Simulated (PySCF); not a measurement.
**Ni²⁶⁺ (nickel, charge +26): Hartree-Fock from Schrödinger to Dirac-Coulomb-Breit**

Occupied: 1s1/2. Hartree-Fock calculated with PySCF 2.14 in an even-tempered Gaussian basis (19 s from 2.7 bohr⁻², ratio 2.3; 13 p from 3.2 bohr⁻², ratio 2.3), Gaussian nucleus throughout. NR is non-relativistic, sf-X2C the spin-free one-electron X2C Hamiltonian, X2C adds the bare one-electron spin-orbit term, X2C-SNSO screens it by Boettger's factors, DC is four-component Dirac-Coulomb, and the Gaunt and Breit terms are added at first order (total energies over the DC spinors, levels after relaxing the spinors in that mean field). QED terms are absent. Levels marked empty are virtual spinors of this ion.

| level (eV) | NR | sf-X2C | X2C | X2C-SNSO |
| --- | --- | --- | --- | --- |
| 1s1/2 | -10195.1 | -10297.7 | -10297.7 | -10297.7 |
| 2s1/2 (empty) | -2370.3 | -2400.0 | -2400.0 | -2400.0 |
| 2p1/2 (empty) | -2319.6 | -2331.9 | -2348.1 | -2347.5 |
| 2p3/2 (empty) | -2319.6 | -2331.9 | -2324.0 | -2324.3 |
| 3s1/2 (empty) | -1041.6 | -1052.0 | -1052.0 | -1052.0 |

Where do the four-component calculations put these levels?

1s1/2: DC -10301.5, DC+Gaunt -10293.8, DC+Breit -10293.8; 2s1/2 (empty): DC -2400.4, DC+Gaunt -2399.6, DC+Breit -2399.7; 2p1/2 (empty): DC -2347.3, DC+Gaunt -2345.6, DC+Breit -2345.9; 2p3/2 (empty): DC -2324.6, DC+Gaunt -2323.7, DC+Breit -2324.0; 3s1/2 (empty): DC -1052.1, DC+Gaunt -1051.9, DC+Breit -1051.9 (eV).

```tsv
Hamiltonian	E (hartree)	E − E(DC) (hartree)	CPU seconds
NR	-766.6067	8.0843	0.43
sf-X2C	-774.5503	0.1407	0.25
X2C	-774.5503	0.1407	0.25
X2C-SNSO	-774.5503	0.1407	0.25
DC	-774.6910	0.0000	4.5
DC+Gaunt	-774.4050	0.2860	7.8
DC+Breit	-774.4050	0.2860	69
```

Weight of the small component: 1s1/2 0.0103, 2s1/2 0.00236, 2p1/2 0.00234, 2p3/2 0.00232, 3s1/2 0.00103.

Koopmans' value for the highest occupied level at DC+Breit: 10293.8 eV, against an ionisation energy of 10288.9 eV (theoretical estimate listed by NIST; NIST Atomic Spectra Database, ionization energies); the former lacks relaxation, correlation, QED and recoil.

The whole ladder took 84 s of wall time on 1 thread of Neoverse-N1 (shared host), launched as `OMP_NUM_THREADS=1 python relrun2.py TASK.json OUT` (a driver that calls PySCF for each Hamiltonian).
